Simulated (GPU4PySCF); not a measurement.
Sb(iPr)3 (C9H21Sb), SMILES C[CH](C)[Sb]([CH](C)C)[CH](C)C.

Geometry: B3LYP-D3(BJ)/def2-TZVP. The isomer is the one that the SMILES or the coordinates give; other isomers of the formula were not compared. The def2 effective core potentials stand for the cores of Sb; spin–orbit coupling is left out. The values are those of a single conformer.

Two levels are set side by side: TDDFT-PBE/def2-SVPD (GPU4PySCF) and TDDFT-B3LYP/def2-SVPD (GPU4PySCF). Vertical, same geometry. The lowest singlet is HOMO→LUMO 80 % with PBE and HOMO→LUMO 96 % with the other functional; states are paired by order. Differences are taken from unrounded values.

```tsv
quantity	TDDFT-PBE
lowest singlet excitation (eV)	4.81
lowest triplet excitation (TDA) (eV)	4.12
first bright state (f over 0.05) (eV)	4.81
its oscillator strength	0.06
```

**Question.** These are the TDDFT-PBE values. What does TDDFT-B3LYP give? (Estimate from the structure and the level; the computed values follow.)

**Answer.** 
| quantity | TDDFT-B3LYP | TDDFT-PBE minus TDDFT-B3LYP |
|---|---|---|
| lowest singlet excitation (eV) | 5.11 | -0.30 |
| lowest triplet excitation (TDA) (eV) | 4.29 | -0.17 |
| first bright state (f over 0.05) (eV) | 5.11 | -0.30 |
| its oscillator strength | 0.09 | -0.03 |

A lower first singlet is the usual sign of a functional without exact exchange. Differences between two approximate levels are no errors against the true value.
